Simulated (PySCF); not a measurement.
C6H13O3, SMILES COC[CH]OCCOC, doublet at its GFN2-xTB optimised geometry (Å):

```
22

C      3.0336    -2.1282    -1.3432
O      2.0442    -2.2843    -0.3590
C      0.8002    -2.8027    -0.8652
C      0.0900    -1.9072    -1.8038
O     -0.3789    -0.6695    -1.4753
C     -0.3940    -0.3086    -0.1126
C     -0.8894     1.1288     0.0000
O     -2.2965     1.1288     0.0000
C     -2.8464     2.4195     0.0000
H      3.2467    -3.0812    -1.8433
H      3.9273    -1.7814    -0.8275
H      2.7390    -1.3906    -2.0985
H      0.9884    -3.7606    -1.3680
H      0.2192    -2.9842     0.0454
H      0.1781    -2.0207    -2.8698
H      0.6133    -0.4002     0.3120
H     -1.0804    -0.9573     0.4464
H     -0.5046     1.7111    -0.8502
H     -0.5121     1.5789     0.9321
H     -2.5371     2.9842     0.8892
H     -2.5469     2.9812    -0.8936
H     -3.9273     2.2970     0.0059
```

Method: unrestricted PBE0/def2-SVP (PySCF).

Map of the deformation density (molecule minus spherical neutral atoms) (e/bohr³) on the plane z = 1.0 Å:

```
|222222222222222222222222222|
|222222222222222222222222222|
|222222222222222222222222222|
|222222222222222222222222222|
|222222111222222222222222222|
|222221111122222222222222222|
|222211132112222222222222222|
|222111285111112222222222222|
|222111122011111222222222222|
|222111000003411222222222222|
|222211111116921122222222222|
|222221222102211122222222222|
|222222222100001112222222222|
|222222222100001112222222222|
|222222222111011112222222222|
|222222222111111112222222222|
|222222222111111122222222222|
|222222222111111122222222222|
|222222222221111112222222222|
|222222222222111112222222222|
|222222222222111112222222222|
|222222222222211122222222222|
|222222222222222222222222222|
|222222222222222222222222222|
|222222222222222222222222222|
|222222222222222222222222222|
|222222222222222222222222222|
```
Scale: ten equal steps from -0.013 (start of '0') to 0.048 (end of '9'), in the order '0123456789'; x runs from -6.00 to 6.00, y from -6.00 (bottom) to 6.00 (top).
